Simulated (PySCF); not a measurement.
**Telling isomers of C7H9NO apart by NMR**

PySCF 2.14 calculation with structure optimised with GFN2-xTB and PBE0/pcSseg-1 with gauge-including orbitals; single conformer, isolated molecule, non-relativistic Hamiltonian, rapidly exchanging positions averaged.

Referencing at the same level of theory: TMS for ¹H, ¹³C. Where no couplings were computed, multiplicities follow the n + 1 count of equivalent neighbours, and m marks all less simple cases (inequivalent or close neighbours, rings, F or P nearby). Shifts are as computed. Against solution values, carbons near 30 ppm lie about +3 ppm off and those near 130 ppm about +5 ppm. Of 1211 compounds with measured shifts, 218 miss one by over three times the rms of a fit or turn the order of signals round; such compounds aren't used in these exercises.

(1) Tabulate the signals of `C=Cc1oncc1CC`, `COCc1cccnc1` and their relative energies.

(2) What is the quickest way to tell C=Cc1oncc1CC from COCc1cccnc1?

## Answers

(1) 
| SMILES | carbon types | δC | δH | E rel. (kcal/mol) |
| --- | --- | --- | --- | --- |
| C=Cc1oncc1CC | 2×C 2×CH 2×CH2 1×CH3 | 171.7, 155.5, 127.6, 127.3, 124.8, 20.5, 20.5 | 8.09 (s, 1H), 6.87 (m, 1H), 6.63 (m, 1H), 5.83 (m, 1H), 2.55 (q, 2H), 1.16 (t, 3H) | 27.0 |
| COCc1cccnc1 | 1×C 4×CH 1×CH2 1×CH3 | 154.2, 152.0, 140.1, 139.7, 128.4, 76.4, 61.5 | 8.85 (d, 1H), 8.74 (s, 1H), 8.17 (d, 1H), 7.46 (m, 1H), 4.62 (s, 2H), 3.75 (s, 3H) | 0.0 |

Energies are electronic energies at PBE0/pcSseg-1 on these geometries, without zero-point or thermal terms, each for the one conformer computed, which needn't be the lowest.

(2) Both give the same number of carbon signals, but DEPT or the intensities differ. The first has an sp3 CH2 on an aromatic ring at 20.5 ppm, the second an sp3 CH2 bonded to O, on an aromatic ring at 76.4 ppm. Their most deshielded carbons lie at 171.7 and 154.2 ppm. In the proton spectra the most deshielded non-exchanging signals are 8.09 (s, 1H) and 8.85 (d, 1H).
